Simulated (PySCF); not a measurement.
C8H7S (doublet state).
Structure used (GFN2-xTB), in Å, numbered top down from 1:
```xyz
16
C8H7S angstrom
C     -2.0104   -1.0772    0.4274
C     -2.1264    0.2836   -0.0394
C     -1.5530    1.3665   -0.4255
C     -0.0455    1.5472   -0.5213
C      0.3976    2.7123   -0.9179
S      0.6805    4.1707   -1.4101
C      0.7966    0.4726   -0.1837
C      1.5289   -0.4406    0.1002
C      2.4110   -1.5331    0.4420
H     -2.4851   -1.7649   -0.2739
H     -2.4820   -1.1896    1.4047
H     -0.9501   -1.3449    0.5181
H     -2.0950    2.2522   -0.7184
H      1.9736   -2.4833    0.1331
H      2.5843   -1.5561    1.5186
H      3.3672   -1.4064   -0.0654
```

The hyperfine couplings belong to this conformer and change with its torsions.

The species is `C/[C]=C\C(=C=S)C#CC` [radical].

Computed, not measured: UKS B3LYP, pcH-1 on C H S, non-relativistic, mean-field spin-orbit, GIAO (PySCF). One conformer (not necessarily the lowest) at the GFN2-xTB geometry, without solvent, vibrations or thermal averaging. Couplings are sensitive to structure, and on GFN2-xTB geometries they can be far from those on DFT ones. No stability test was run, so a lower SCF solution isn't excluded.

(1) Match the computed a_iso(13C) values +228.6, +114.3, +10.1, -7.8, +5.3, -3.5, +1.1 MHz with the sites C1; C2; C3; C4; C5; C7; C8.

(2) The isotropic 1H couplings, averaged over equivalent nuclei, are +118.7, +72.3, +1.2 MHz. Assign them to H10/H11/H12; H13; H14/H15/H16.

## Answers

(1) 
```
site  a_iso (MHz)  ρ(0) (bohr⁻³)                 position  distance from C2 (Å)  spin population  largest |T| (MHz)
  C1         -3.5        -0.0031           1 bond from C2                  1.44            -0.05                7.7
  C2       +228.6        +0.2037  largest spin population                  0.00            +0.96              140.5
  C3         +5.3        +0.0047           1 bond from C2                  1.28            -0.15               14.7
  C4       +114.3        +0.1016          2 bonds from C2                  2.48            +0.09               10.5
  C5        +10.1        +0.0089          3 bonds from C2                  3.61            -0.01                7.6
  C7         -7.8        -0.0069          3 bonds from C2                  2.93            -0.01                1.2
  C8         +1.1        +0.0010          4 bonds from C2                  3.73            +0.02                2.1
```

(2) 
```csv
site,a_iso (MHz),ρ(0) (bohr⁻³),position,distance from C2 (Å),bound to,spin population there,largest |T| (MHz)
H10/H11/H12,+72.3,+0.0162,2 bonds from C2,2.09,C1,-0.05,9.8
H13,+118.7,+0.0266,"2 bonds from C2, on C3 of spin population -0.15",2.08,C3,-0.15,10.2
H14/H15/H16,+1.2,+0.0003,6 bonds from C2,5.33,C9,0.00,1.1
```

ρ(0) is the spin density at the nucleus and T the dipolar tensor; a_iso includes a spin–orbit part; entries for several nuclei are means. Largest spin populations (Mulliken): C2 (+0.96), C3 (-0.15), C4 (+0.09) and H12 (+0.07). No atom but C2 exceeds +0.15.

Nuclei that the bonding pattern makes equivalent are averaged, as if the motion that swaps them (rotation, inversion, ring flip) were fast. The three 1H nuclei of mean +72.3 MHz run from 30.4 to 152.7 MHz in the frozen geometry.
